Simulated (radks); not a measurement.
Q: Ag I, configuration [Kr] 4d10 5s1 (the NIST ground configuration). All-electron calculation, scalar-relativistic Kohn-Sham, PBE, spin-unpolarised, spherical densities, finite nucleus; Fermi nuclear charge, rms radius 4.5454 fm. Program: a radial shooting solver on a logarithmic mesh with Libxc functionals. Some entries of the table are withheld. Estimate them.

orbital,occ.,eigenvalue (Ry),<r^2> (bohr^2),r(max) (bohr)
1s,2,-1861.661,0.001308,0.02016
2s,2,-274.1049,0.02146,0.1140
2p,6,-245.8694,0.01691,0.09114
3s,2,-50.25038,(1),(2)
3p,6,-40.97514,0.1569,0.3258
3d,10,-26.34772,0.1425,(3)
4s,2,(4),0.9431,0.8225
4p,6,-4.30464,1.150,0.8768
4d,10,-0.54710,2.508,1.037
5s,1,-0.32374,11.72,2.501

A: 
(1) 3s <r^2> (bohr^2): 0.1554
(2) 3s r(max) (bohr): 0.3326
(3) 3d r(max) (bohr): 0.2738
(4) 4s eigenvalue (Ry): -6.98582
